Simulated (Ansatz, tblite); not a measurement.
Cost and result up the ladder for SbH2(SiMe3) (C₃H₁₁SbSi) (16 atoms). Charge 0, multiplicity 1. Geometry: B3LYP-D4/def2-SVP.

```tsv
atom	x (Å)	y (Å)	z (Å)
Sb1	-1.277	1.605	1.694
H2	0.101	2.644	1.712
H3	-1.948	2.455	0.350
Si4	-0.059	-0.068	0.097
C5	1.304	-0.927	1.087
C6	-1.332	-1.343	-0.478
C7	0.688	0.813	-1.398
H8	1.814	-1.683	0.465
H9	0.896	-1.438	1.974
H10	2.063	-0.205	1.431
H11	-1.788	-1.867	0.377
H12	-2.141	-0.868	-1.056
H13	-0.856	-2.100	-1.125
H14	-0.090	1.323	-1.988
H15	1.425	1.571	-1.086
H16	1.199	0.090	-2.057
```

Ansatz on 4 threads of Intel Xeon on a shared host; xTB runs through tblite on one thread. Times are rough, summed over both states, and most runs start from the orbitals of an earlier one. PBE0-D4/def2-TZVP serves as the yardstick here, not as an exact answer. The other state is a triplet.

In the def2 sets Sb takes a core potential; there is no spin–orbit coupling. The xTB rows come from tblite.

xTB has no spin-polarisation term.

| level | functions | wall time | vertical triplet (eV) | difference from PBE0-D4/def2-TZVP (eV) |
| --- | --- | --- | --- | --- |
| GFN1-xTB | 52 | 0.056 s | 4.54 | -0.01 |
| GFN2-xTB | 41 | 0.056 s | 3.67 | -0.88 |
| PBE-D4/def2-TZVP | 246 | 30 s | 4.45 | -0.09 |
| PBE0-D4/def2-TZVP | 246 | 53 s | 4.55 | 0.00 |
| r2SCAN-D4/def2-TZVP (with forces) | 246 | 61 s | 4.50 | -0.05 |
